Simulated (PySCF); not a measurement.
GeH₂, SMILES [GeH2] (connectivity only; charge and spin as stated), neutral, multiplicity 1.

Geometry: PBE0-D3(BJ)/def2-TZVPD. The isomer is the one that the SMILES or the coordinates give; other isomers of the formula were not compared.

Calculation: M06-2X/def2-TZVPD (PySCF).

**Question.** Estimate the frontier levels, gap, dipole moment and polarisability. (The exact figures need the calculation; the answer reports its results.)

**Answer.** 
| Property | Result |
|---|---|
| highest occupied level | -7.85 eV |
| lowest empty level | -2.14 eV |
| orbital gap | 5.71 eV |
| dipole moment | 0.09 D |
| quadrupole, principal values (traceless, Buckingham form, about the centre of nuclear charge) | -3.95, -1.28, 5.22 D·Å |
| mean static polarisability | 38.2 bohr³ (5.66 Å³) |
| polarisability, principal values | 31.6, 41.2, 41.8 bohr³ |
